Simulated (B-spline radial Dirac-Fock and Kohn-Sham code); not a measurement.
## Kohn-Sham estimates against Dirac-Fock for the levels of Cu²⁺

System: the Cu²⁺ ion, [Ar] 3d8 4s1 (an excited configuration).

The density-functional columns are spherical, spin-unpolarised Dirac-Kohn-Sham results without Breit or QED terms: −ε is minus the orbital energy of the initial state and ΔSCF the difference of two total energies. The reference in the last column comes from ΔSCF Dirac-Fock with Breit, self-energy and vacuum polarisation, finite nucleus, configuration average. All numbers are from a radial atomic solver, in eV; a selection of levels is shown. For the 1s level of heavy atoms much of the gap between ΔSCF and the reference is the Breit and QED part, -16.2 eV here; for other levels the error of the functional can be larger.

| level | PBE −ε | PBE ΔSCF | Dirac-Fock |
| --- | --- | --- | --- |
| K | 8882.5 | 9059.7 | 9025.7 |
| L1 | 1096.8 | 1125.1 | 1147.6 |
| L2 | 965.0 | 999.5 | 1000.0 |
| L3 | 944.5 | 978.4 | 979.9 |
| M2 | 106.9 | 118.0 | 122.4 |
| M3 | 104.3 | 115.2 | 119.8 |
| M4,5 | 36.47 | 46.55 | 43.94 |
| N1 | 24.63 | 29.53 | 28.02 |

Values without a named source are computed, but for edge energies of neutral atoms, which are taken from tables.
